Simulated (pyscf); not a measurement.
Structures and frequencies: ωB97X-D3(BJ)/def2-SVP in PySCF. Correlated levels are frozen-core, on RHF or UHF. ΔMP2 is the change of the MP2 total energy from the triple- to the quadruple-zeta basis.

### Question
What is the homolytic dissociation enthalpy (298 K, CCSD(T)/def2-TZVPP + ΔMP2(QZVPP)) of the B–Si bond of `[BH2][SiH]([NH2])[NH2]`, to BH₂• + H₂N–SiH•–NH₂?

### Answer
B–Si to BH₂• + H₂N–SiH•–NH₂: 85.1 kcal/mol. The radicals are drawn with the spin at the cut bond; how far it spreads was not checked. Other isomers of H₂N–SiH•–NH₂ were not searched in full and may lie lower. The CCSD(T) − MP2 part came from Ansatz, without density fitting, on the same reference.
